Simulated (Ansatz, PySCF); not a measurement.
Input for PySCF:
```python
from pyscf import gto, scf, dft

mol = gto.M(
    atom='''
O     0.05490534    0.78093785   -0.03251581
O     0.03987144   -0.67586595   -0.02806914
H    -0.75821429   -0.84057518    0.48467963
''',
    basis='6-311g**',
    charge=-1,
    verbose=4,
)

mf = dft.RKS(mol)
mf.xc = 'bhandhlyp'
mf.grids.atom_grid = (99, 590)
mf.grids.prune = None
mf.kernel()
```

Write the same job for Ansatz (a quantum-chemistry and plane-wave program).

One answer among several that fit: 
Ansatz 0.2 input:
```yaml
crystal:
  periodic: [false, false, false]
  atoms:
    - {symbol: O, position_ang: [0.05490534, 0.78093785, -0.03251581]}
    - {symbol: O, position_ang: [0.03987144, -0.67586595, -0.02806914]}
    - {symbol: H, position_ang: [-0.75821429, -0.84057518, 0.48467963]}
basis:
  gaussian:
    orbitals: 6-311G__.json
hamiltonian:
  xc: {name: BHLYP}
total_charge: -1
accuracy: high
```
The basis file holds 6-311G** in the JSON format of the Basis Set Exchange.

Both were run: PySCF gave -150.866360 Eh and Ansatz -150.866360 Eh, 0.000 mEh apart.
